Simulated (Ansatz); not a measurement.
[closo-1-(NH3)B5H4]- (B₅NH₇⁻), relaxed as a singlet with RKS r2SCAN-D4/def2-SVPD in Ansatz, starting from the GFN1-xTB geometry. Force threshold 0.02 eV/Å.

The highest occupied level of the charge -1 singlet lies above zero (up to 0.80 eV). The electron is either unbound and held by the finite basis, or the level is raised by self-interaction error. Another isomer (singlet) lies 0.14 eV lower at PBE0-D4/def2-TZVPD; other spin states weren't run for this one.

Start:

Cartesian coordinates in Å:
```
B 0.1355 -0.9127 0.9981
B -1.2669 0.2648 0.4193
B 0.1033 -0.0556 -0.3675
B -0.5515 0.2757 1.8985
B 0.4736 0.9693 0.8224
N 0.6024 -0.2983 -2.0641
H 0.5313 -2.0473 1.2782
H -2.4336 0.4401 0.0595
H -0.2405 -0.3184 -2.6194
H 1.0996 -1.1761 -2.0982
H 1.1949 0.4837 -2.3007
H -0.8935 0.4461 3.0731
H 1.2454 1.9287 0.9007
```

```tsv
step	energy (eV)	largest force component (eV/Å)	SCF passes
1	-4978.0109	2.205	19
2	-4978.2876	1.300	19
3 (rejected)	-4978.1647	2.464	26
4	-4978.4348	0.084	20
5	-4978.4362	0.015	22
6	-4978.4367	0.010	21
7 (rejected)	-4978.4205	0.712	19
8	-4978.4379	0.039	20
9	-4978.4395	0.024	20
10	-4978.4416	0.095	20
11 (rejected)	-4978.4228	0.787	19
12	-4978.4456	0.053	20
13	-4978.4510	0.095	20
14 (rejected)	-4978.4438	0.575	18
15 (rejected)	-4978.4506	0.288	20
16	-4978.4535	0.013	20
17	-4978.4565	0.079	19
18 (rejected)	-4978.4557	0.349	20
19	-4978.4584	0.130	20
20	-4978.4610	0.032	20
21	-4978.4618	0.163	19
22	-4978.4629	0.057	22
23	-4978.4633	0.002	20
```

Force components are those of the run's own axes.

End:

Cartesian coordinates in Å:
```
B 0.0296 -0.9209 0.9287
B -1.1949 0.3676 0.3854
B 0.1396 -0.0692 -0.4788
B -0.5652 0.2806 1.9394
B 0.5432 0.8621 0.8204
N 0.5735 -0.2848 -1.9681
H 0.2902 -2.0817 1.2138
H -2.3313 0.6731 0.0511
H -0.0240 -0.9718 -2.4332
H 1.5370 -0.6216 -2.0292
H 0.5162 0.5858 -2.5013
H -0.9004 0.4472 3.0905
H 1.3866 1.7336 0.9814
```

By distances, no bond broke or formed. The bond that changes most is B3–N6, from 1.79 to 1.57 Å (atoms count from 1).

The force fell under the threshold at step 5, but the optimiser went on and released 0.027 eV more. No frequencies were taken in this run, so the end may be a saddle point.

It took 38 s on 4 threads of Intel Xeon on a shared host.
